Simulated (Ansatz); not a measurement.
Breaking the Sb1–Sb2 bond in Sb2 (multiplicity 1 held). Energies count from the point at 2.488 Å.


R- and RO- levels are restricted; in cc, def2 and unpolarised 6-31G sets they are followed outwards from rest. Unrestricted levels (U-) break spin symmetry where that is lower. Curves can end on different states.

Cores are frozen in the correlated methods. Filled d and f shells under p-block atoms count as core.

Programs: Ansatz (Gaussian basis) for Hartree–Fock, density functionals and correlated methods. Each number belongs to the level named beside it. In def2 rows elements past Kr take small-core potentials, without spin–orbit coupling.

### Question
One of these levels gives 164.94 kcal/mol for the energy at R = 9.952 Å. Which one is it?
A. U-B3LYP/def2-TZVPP
B. R-B3LYP/def2-TZVPP
C. U-CCSD(T)/def2-TZVPP
D. U-SCS-MP2/def2-TZVPP

### Answer
B, R-B3LYP/def2-TZVPP. The others give 69.37 (U-B3LYP/def2-TZVPP), 36.30 (U-SCS-MP2/def2-TZVPP), 53.49 (U-CCSD(T)/def2-TZVPP)

Doubts at one or more of the structures used: a restricted determinant that unrestricted orbitals would lower (R-B3LYP/def2-TZVPP); a spin-contaminated determinant (U-B3LYP/def2-TZVPP, U-SCS-MP2/def2-TZVPP, U-CCSD(T)/def2-TZVPP); T1 above 0.05 (U-CCSD(T)/def2-TZVPP).

Ansatz is an electronic-structure program.
